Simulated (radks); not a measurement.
Question: The mean radii <r> (bohr) of the occupied orbitals of an atom or ion are listed with their occupations. Method: Dirac Kohn-Sham, PBE, spin-unpolarised, spherical densities, finite nucleus; Fermi nuclear charge, rms radius of each element as measured or else 0.836 A^(1/3) + 0.57 fm; computed with a radial shooting solver on a logarithmic mesh with Libxc functionals.

| orbital | occ. | <r> |
|---|---|---|
| 1s1/2 | 2 | 0.01835 |
| 2s1/2 | 2 | 0.07700 |
| 2p1/2 | 2 | 0.06370 |
| 2p3/2 | 4 | 0.07166 |
| 3s1/2 | 2 | 0.2001 |
| 3p1/2 | 2 | 0.1901 |
| 3p3/2 | 4 | 0.2045 |
| 3d3/2 | 4 | 0.1791 |
| 3d5/2 | 6 | 0.1835 |
| 4s1/2 | 2 | 0.4258 |
| 4p1/2 | 2 | 0.4259 |
| 4p3/2 | 4 | 0.4512 |
| 4d3/2 | 4 | 0.4485 |
| 4d5/2 | 6 | 0.4559 |
| 5s1/2 | 2 | 0.7940 |
| 5p1/2 | 1 | 0.8115 |

Name the element and its charge. Open shells, if any, fill j = l - 1/2 first.

Answer: Z = 74, tungsten, charge +25: W25+ in [Kr] 4d10 5s2 5p1. The 1s radius gives Z: for a bare nucleus <r> = (2 gamma + 1)/(2Z) with gamma = sqrt(1 - (Z/c)^2), 0.01813 bohr for Z = 74, and screening makes it slightly larger (0.01835 here). The occupations add up to 49, and the charge is Z minus that.
